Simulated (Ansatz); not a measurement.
```yaml
crystal:
  periodic: [false, false, false]
  atoms:
    - {symbol: C, position_ang: [0.246416, -1.099739, 0.878638]}
    - {symbol: C, position_ang: [0.528487, 0.329305, 0.443571]}
    - {symbol: In, position_ang: [-0.625025, 0.958844, -1.247213]}
    - {symbol: F, position_ang: [-1.892896, -0.267648, -2.082878]}
    - {symbol: Cl, position_ang: [-0.676127, 2.978592, -2.385014]}
    - {symbol: H, position_ang: [-0.796326, -1.242661, 1.167541]}
    - {symbol: H, position_ang: [0.865580, -1.362175, 1.741976]}
    - {symbol: H, position_ang: [0.463724, -1.820387, 0.088294]}
    - {symbol: H, position_ang: [1.573310, 0.475036, 0.160298]}
    - {symbol: H, position_ang: [0.312866, 1.050833, 1.234786]}
basis:
  gaussian: {orbitals: def2-mTZVPP}
magnetization: {spin_polarized: true, initial_magnetization: 1}
hamiltonian: {xc: {name: BHLYP}}
accuracy: high
scf: {lower_state_search: full}
output: {forces: true}
```

```sh
$ ansatz run in.yaml --threads 4 --pin off --events-out ev --progress --plain --max-ram 10444MiB
```

Shortened log:

```
Error: a molecule whose nuclei and cores have a total charge of 64 cannot have a net charge of 0 together with 1 unpaired electrons
```

(1) Something in this input is off. What?

## Answers

(1) The number of unpaired electrons doesn't fit the electron count. The input was rejected before any iteration.
